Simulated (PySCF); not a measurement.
PySCF input for C₂F₃O, SMILES O=[C]C(F)(F)F, multiplicity 2, r2SCAN-D4/def2-SVP. Coordinates come from a r2SCAN-D4/def2-SVP optimisation. The isomer is the one that the SMILES or the coordinates give; other isomers of the formula were not compared.

```python
import numpy as np
from pyscf import gto, scf, dft, df
from pyscf.hessian import thermo

mol = gto.M(
    atom='''
    O    -0.00279024    2.07413346   -0.00000000
    C     0.62419008    1.07907016    0.00000021
    C     0.01975368   -0.35286356    0.00000001
    F    -1.31309135   -0.33725830   -0.00000043
    F     0.44313750   -0.99527682    1.08638530
    F     0.44313822   -0.99527681   -1.08638501
    ''',
    basis='def2-SVP',
    charge=0,
    spin=1,
    max_memory=1600,
    verbose=3,
)
mf = dft.UKS(mol, xc='r2scan').density_fit(auxbasis='def2-universal-jkfit')
mf.disp = 'd4'
mf.grids.level = 4
mf.conv_tol = 1e-11
mf.max_cycle = 100
mf.kernel()
fine, coarse = mf.grids, dft.Grids(mol).set(level=1).build(with_non0tab=True)
for _ in range(3):  # follow internal instabilities
    mf.grids = coarse
    mo, _, stable, _ = mf.stability(return_status=True, nroots=4)
    mf.grids = fine
    if stable:
        break
    mf.kernel(mf.make_rdm1(mo, mf.mo_occ))

# analytic Hessian; the response equations are solved on a coarser grid
h, args, fine = mf.Hessian(), (mf.mo_energy, mf.mo_coeff, mf.mo_occ), mf.grids
h.max_memory = max(150, 2.5e-5 * df.make_auxmol(mol, mf.with_df.auxbasis).nao * mol.nelec[0] * (mol.nelec[0] + mol.nao))  # MB; small integral blocks
h1ao = h.make_h1(mf.mo_coeff, mf.mo_occ)
mf.grids = dft.Grids(mol).set(level=2).build(with_non0tab=True)
mo1, mo_e1 = h.solve_mo1(*args, h1ao)
mf.grids = fine
hess = h.hess_elec(*args, mo1, mo_e1, h1ao) + h.hess_nuc()
if mf.do_disp():
    hess += h.get_dispersion()
for i in range(mol.natm):  # the analytic DFT Hessian lacks the response of the grid: restore translational invariance
    hess[i, i] -= hess[i].sum(axis=0)
hess = (hess + hess.transpose(1, 0, 3, 2)) / 2
vib = thermo.harmonic_analysis(mol, hess, imaginary_freq=False)
thermo.dump_normal_mode(mol, vib)
th = thermo.thermo(mf, vib['freq_au'][vib['freq_au'] > 0], 298.15, 101325)
thermo.dump_thermo(mol, th)
g0 = mf.nuc_grad_method().set(verbose=0).kernel()

# dipole derivatives [dipole axis, atom, xyz] from the same response
r, irp = mol.intor('int1e_r'), mol.intor('int1e_irp').reshape(3, 3, mol.nao, mol.nao)
sl, dm0, ok = mol.aoslice_by_atom(), np.array(mf.make_rdm1()), []
dmu = np.einsum('a,xt->xat', mol.atom_charges(), np.eye(3))
for a, (_, _, p0, p1) in enumerate(sl):
    dmu[:, a] += 2 * np.einsum('xtij,ij->xt', irp[:, :, :, p0:p1], dm0.reshape(-1, mol.nao, mol.nao).sum(0)[:, p0:p1])
    for u, c, occ, f in zip(mo1, mf.mo_coeff, mf.mo_occ, (2, 2)):
        dmu[:, a] -= f * np.einsum('tui,xuv,vi->xt', u[a], r, c[:, occ > 0], optimize=True)
L = vib['norm_mode']
ir = 974.8801 * (np.einsum('xat,kat->kx', dmu, L) ** 2).sum(1)       # km/mol
apt = np.einsum('xax->a', dmu) / 3
print('mode   freq/cm-1   IR/(km/mol)')
for k, w in enumerate(vib['freq_wavenumber']):
    print(f'{k + 1:4d} {w:11.2f} {ir[k]:13.3f}')
print('max |gradient| / (hartree/bohr):', abs(g0).max())
print('APT charges:', apt.round(4))
```

It prints:

```

WARN: HOMO -0.182622056013178 >= LUMO -0.182622056013178

converged SCF energy = -450.349538289582  <S^2> = 0.75359345  2S+1 = 2.0035902
<class 'pyscf.df.df_jk.DFUKS'> wavefunction is stable in the internal stability analysis

WARN: MGGA Hessian is sensitive to dft grids. grids.level 4 may not be dense enough.


WARN: DFTD4 does not support analytical Hessian, using finite difference.


WARN: Mole.unit (angstrom) is changed to Bohr

Mode                                 0                   1                   2
Irrep
Freq [cm^-1]                       45.2214            235.7727            402.2976
Reduced mass [au]                  15.7714             17.3358             14.7348
Force const [Dyne/A]                0.0190              0.5678              1.4050
Char temp [K]                      65.0636            339.2244            578.8167
Normal mode                   x     y     z       x     y     z       x     y     z
       0   O                -0.00  0.00  0.16    0.13  0.09  0.00   -0.00 -0.00  0.02
       1   C                 0.00 -0.00 -0.13   -0.03 -0.01 -0.00    0.00 -0.00 -0.20
       2   C                 0.00  0.00 -0.05   -0.05  0.00 -0.00   -0.00  0.00  0.03
       3   F                 0.00 -0.00 -0.04   -0.06 -0.15 -0.00   -0.00 -0.00  0.07
       4   F                 0.01  0.09  0.01   -0.00  0.04  0.01   -0.07 -0.07  0.01
       5   F                -0.01 -0.09  0.01   -0.00  0.04 -0.01    0.07  0.07  0.01
Mode                                 3                   4                   5
Irrep
Freq [cm^-1]                      418.5195            540.8453            546.5567
Reduced mass [au]                  16.5100             16.5371             17.4137
Force const [Dyne/A]                1.7038              2.8501              3.0649
Char temp [K]                     602.1564            778.1560            786.3734
Normal mode                   x     y     z       x     y     z       x     y     z
       0   O                -0.00 -0.14 -0.00   -0.03  0.05 -0.00    0.00 -0.00  0.00
       1   C                 0.05 -0.10  0.00    0.07  0.10 -0.00   -0.00 -0.00 -0.07
       2   C                 0.00  0.01  0.00    0.07 -0.01  0.00   -0.00  0.00  0.09
       3   F                 0.01 -0.01 -0.00    0.10 -0.07 -0.00   -0.00  0.00 -0.13
       4   F                -0.02  0.10  0.06   -0.08 -0.02  0.06    0.09 -0.06  0.06
       5   F                -0.02  0.10 -0.06   -0.08 -0.02 -0.06   -0.09  0.06  0.06
Mode                                 6                   7                   8
Irrep
Freq [cm^-1]                      674.5098            803.5265           1178.4417
Reduced mass [au]                  14.6792             15.8812             13.1454
Force const [Dyne/A]                3.9348              6.0414             10.7558
Char temp [K]                     970.4694           1156.0957           1695.5153
Normal mode                   x     y     z       x     y     z       x     y     z
       0   O                 0.03  0.06  0.00   -0.02  0.01 -0.00    0.00 -0.01 -0.00
       1   C                -0.17 -0.08 -0.00    0.11  0.09  0.00   -0.03 -0.03 -0.00
       2   C                 0.02 -0.07  0.00   -0.03 -0.08 -0.00    0.11  0.22 -0.00
       3   F                 0.04  0.06  0.00   -0.13  0.02 -0.00   -0.07 -0.02 -0.00
       4   F                 0.02 -0.01  0.09    0.05 -0.02  0.08    0.01 -0.05  0.04
       5   F                 0.02 -0.01 -0.09    0.05 -0.02 -0.08    0.01 -0.05 -0.04
Mode                                 9                  10                  11
Irrep
Freq [cm^-1]                     1218.3904           1236.8477           1985.0271
Reduced mass [au]                  13.3137             13.0830             13.3852
Force const [Dyne/A]               11.6445             11.7920             31.0749
Char temp [K]                    1752.9925           1779.5485           2856.0120
Normal mode                   x     y     z       x     y     z       x     y     z
       0   O                 0.00 -0.00  0.00   -0.00 -0.01 -0.00   -0.09  0.13 -0.00
       1   C                 0.00 -0.00 -0.01    0.02  0.01  0.00    0.12 -0.19  0.00
       2   C                -0.00  0.00  0.25   -0.23  0.11 -0.00   -0.00  0.00  0.00
       3   F                 0.00 -0.00 -0.01    0.08 -0.00  0.00   -0.00 -0.00 -0.00
       4   F                -0.02  0.04 -0.07    0.03 -0.03  0.03    0.00  0.00 -0.00
       5   F                 0.02 -0.04 -0.07    0.03 -0.03 -0.03    0.00  0.00  0.00
temperature 298.1500 [K]
pressure 101325.00 [Pa]
Rotational constants [GHz] 5.63134 2.99216 2.99121
Symmetry number 1
Zero-point energy (ZPE) 0.02115 [Eh]   55542.354 [J/mol]
                           tot       elec      trans        rot        vib
Entropy [J/mol/K]       325.277      5.763    165.802    109.866     43.846
Cv [J/mol/K]             71.379      0.000     12.472     12.472     46.436
Cp [J/mol/K]             79.694      0.000     20.786     12.472     46.436
Internal energy [J/mol]                      3718.434   3718.434  62336.358
Internal energy [Eh]   -450.32296  -450.34954
Enthalpy [J/mol]                             6197.391   3718.434  62336.358
Enthalpy [Eh]          -450.32202
Gibbs free energy [J/mol]                  -43236.560 -29038.039  49263.666
Gibbs free energy [Eh] -450.35896
mode   freq/cm-1   IR/(km/mol)
   1       45.22         1.092
   2      235.77         2.018
   3      402.30         0.599
   4      418.52         0.910
   5      540.85         5.679
   6      546.56         5.778
   7      674.51        20.527
   8      803.53         0.570
   9     1178.44       229.054
  10     1218.39       332.574
  11     1236.85       319.198
  12     1985.03        68.443
max |gradient| / (hartree/bohr): 0.00018900045549304496
APT charges: [-0.3368  0.1965  1.7354 -0.5537 -0.5214 -0.5214]
```

The run converged.
